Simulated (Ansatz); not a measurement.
AgCl, singlet, geometry from GFN2-xTB (such geometries of metal compounds can be far from the true shape) (all electrons, no relativity); B3LYP/3-21G (Ansatz, a program for electronic structure).

Here is a job for Ansatz.
Ansatz 0.2 input:
```yaml
crystal:
  periodic: [false, false, false]
  atoms:
    - {symbol: Ag, position_ang: [-0.00000000, -0.00000000, -0.58724977]}
    - {symbol: Cl, position_ang: [0.00000000, 0.00000000, 1.62357288]}
basis:
  gaussian:
    orbitals: 3-21G.json
hamiltonian:
  xc: b3lyp
```
The basis file holds 3-21G in the JSON format of the Basis Set Exchange.

**Question.** Write the output that Ansatz gives for this input, abridged.

**Answer.** 
```
Functional definition: B3LYP
627 factors; integrals over basis functions are off by at most 2.1e-4 eV
mean field evaluation 1: about -153316.3519 eV, gradient 3.2e1 eV
mean field evaluation 2: about -153314.6014 eV, gradient 4.3e1 eV
mean field evaluation 4: about -153318.2097 eV, gradient 2.0e0 eV
mean field evaluation 8: about -153318.2222 eV, gradient 2.4e-2 eV
mean field -153318.22221222 eV, -5634.3407434754 hartree, gradient 3.0e-5 eV, S^2 0.000000; 0 other end points of the search recorded, 0 dependent functions left out
reference -153318.22241220 eV, -5634.3407508245 hartree; 32, 32 occupied and 20, 20 virtual orbitals, 627 factors
Total energy: -153318.22241220 eV, -5634.3407508245 hartree
```
